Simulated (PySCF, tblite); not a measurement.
Breaking a bond: PH, triplet.

Levels: GFN2-xTB, 300 K electronic temperature (tblite); UCCSD(T) = PySCF 2.14.0 with CCSD(T) on UHF/cc-pVDZ, 5 core orbitals frozen.

Energies relative to the lowest point of each curve near equilibrium, in kcal/mol; the last columns give the difference from UCCSD(T):

```csv
R / Å,GFN2-xTB,UCCSD(T),GFN2-xTB − UCCSD(T)
1.15,24.9,32.5,-7.6
1.21,12.1,18.4,-6.3
1.29,3.2,6.9,-3.7
1.34,0.8,2.9,-2.1
1.38,0.0,1.0,-1.0
1.43,0.1,0.0,0.1
1.48,1.1,0.2,0.9
1.53,2.8,1.4,1.4
1.58,4.9,3.3,1.6
1.67,9.6,8.0,1.5
1.78,16.1,15.1,1.1
1.91,24.4,24.0,0.4
```

GFN2-xTB is furthest from UCCSD(T) at 1.15 (-7.6 kcal/mol, below); its mean absolute difference over the points is 2.3 kcal/mol.

The scan ran from 1.15 to 5.77 Å; beyond the distances shown one of the unrestricted levels run for this scan, shown here or not, changes its spin distribution in one step. The unrestricted determinant behind UCCSD(T) is spin-contaminated at 1.91 Å (<S²> up to 2.2, against 2.00 for a pure triplet).
